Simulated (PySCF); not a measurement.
## Spinor energies of Rb³²⁺ (rubidium, charge +32)

Start: [He] 2s2 2p1; 2p3/2 filled at m_j = +3/2. Calculated with PySCF 2.14 in an even-tempered Gaussian basis (17 s from 12 bohr⁻², ratio 2.4; 12 p from 16 bohr⁻², ratio 2.4; 5 d from 54 bohr⁻², ratio 2.6; 4 f from 81 bohr⁻², ratio 2.6): generalised Hartree-Fock with the X2C-1e Hamiltonian and a Gaussian nucleus; one run each with spin-orbit coupling (SO) screened by Boettger's factors, then bare. This is a chosen level, not necessarily the ground level.

```
spinor shell  electrons  ε, screened SO (eV)  ε, bare SO (eV)  weight of nominal j (bare SO)  rms radius, bare SO (bohr)
       1s1/2          2             -17707.2         -17707.3                          1.000                      0.0460
       2s1/2          2              -4067.2          -4067.2                          1.000                       0.180
       2p3/2          1              -3924.8          -3923.5                          1.000                       0.157
```

| quantity | screened SO | bare SO |
| --- | --- | --- |
| E (hartree) | -1829.97929 | -1829.93247 |
| M_J | 3/2 | 3/2 |
| ⟨J²⟩ | 3.750 | 3.750 |
| ⟨L²⟩ | 2.000 | 2.000 |
| ⟨S²⟩ | 0.750 | 0.750 |

Each row is a mean over spinors that exchange with the open shell spreads, by up to 29.610 eV (2s1/2).

Breit and QED terms are absent; they matter most for the inner s and p1/2 levels.

Densities and radii are taken from the X2C orbitals without a picture-change correction, which distorts them close to the nucleus.
